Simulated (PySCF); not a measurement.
**Dipole moment and polarisability of `CC(=C=O)C(Cl)Cl`**

Compound: C₄H₄Cl₂O.
Atom-mapped SMILES: `[CH3:1][C:2](=[C:3]=[O:4])[CH:5]([Cl:6])[Cl:7]` (hydrogens: H8, H9, H10 on C1; H11 on C5)

Cartesian coordinates in Å at the GFN2-xTB level; atoms count from 1:
```xyz
11
C4H4Cl2O angstrom
C     -0.9404   -0.9772    0.0056
C     -0.2068    0.3426   -0.0182
C     -0.8570    1.4686   -0.0655
O     -1.4593    2.4601   -0.1080
C      1.2793    0.3260    0.0164
Cl     1.8738   -0.4725    1.5057
Cl     1.9434   -0.5568   -1.3940
H     -2.0140   -0.8192   -0.0181
H     -0.6798   -1.5227    0.9110
H     -0.6462   -1.5728   -0.8568
H      1.7126    1.3266   -0.0041
```

Level: PBE0/def2-SVPD (PySCF), static field, nuclei fixed, core orbitals frozen in the response. The polarisability tensor in these axes (au):

```
x    83.50 -15.80   0.65
y   -15.80  83.14  -0.64
z     0.65  -0.64  73.91
```

Question: What are the eigenvalues, a third of the trace, and Δα (Δα² = ½Σ(αi − αj)² over the three pairs)?

Answer: Principal values 67.52, 73.88 and 99.15 au; mean 80.18 au = 11.88 Å³ = 13.22 × 10⁻⁴⁰ C²·m²/J; Δα = 28.99 au (36 % of the mean).

Question: What is the dipole moment, and where does it point?

Answer: (-0.98, -0.15, -0.02) D, 0.99 D in size, pointing from the negative to the positive side. Measured along this direction, the outermost atoms are H11, Cl7 and Cl6 at the negative end and H8 at the positive end.

Question: Refractivity n − 1 of an ideal gas of it at 273.15 K and 1 atm, from the electronic α?

Answer: N = p/kT = 2.6868 × 10¹⁹ cm⁻³, so n − 1 = 2π × N × 11.88 × 10⁻²⁴ cm³ = 2006 × 10⁻⁶ at long wavelengths, for an ideal gas.

Question: How large is μ²/3kT at 273 K beside α?

Answer: In Gaussian units μ²/3kT = 8.75 Å³ against 11.88 Å³, a ratio of 0.74; the Debye molar polarisation (4π/3)N_A(α + μ²/3kT) is 52.0 cm³/mol, leaving out the vibrational part.

Question: Sum over states: ᾱ = Σ f/ω², ω in Eh. What share falls to these 8 lowest TDDFT singlets (eV, f)? 3.51, 0.0003; 5.79, 0.0012; 6.06, 0.0049; 6.07, 0.0155; 6.24, 0.0038; 6.40, 0.1598; 6.49, 0.0005; 6.85, 0.0728.

Answer: They add up to 4.57 au, 5.7 % of the 80.18 au; the largest single term is 2.89 au, from the state at 6.40 eV. Terms in order: 0.02, 0.03, 0.10, 0.31, 0.07, 2.89, 0.01, 1.15 au. Higher excitations give the rest. The strengths listed sum to 0.259.

Isolated species at its GFN2-xTB geometry (one conformer only).
